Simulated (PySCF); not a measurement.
acetylene (C₂H₂), SMILES C#C.

The structure is a stationary point at PBE-D3(BJ)/def2-TZVPD.

Computed with CAM-B3LYP/def2-TZVPD (PySCF).

```json
{
  "total_energy": "-77.31346 hartree",
  "point_group": "D∞h",
  "highest_occupied_level": "-9.80 eV",
  "lowest_empty_level": "1.19 eV",
  "orbital_gap": "10.99 eV",
  "dipole_moment": "0.00 D",
  "quadrupole, principal values (traceless, Buckingham form, about the centre of nuclear charge)": "-3.41, -3.41, 6.81 D·Å",
  "mean_static_polarisability": "23.5 bohr³ (3.48 Å³)",
  "polarisability_principal_values": "19.3, 19.3, 31.9 bohr³"
}
```
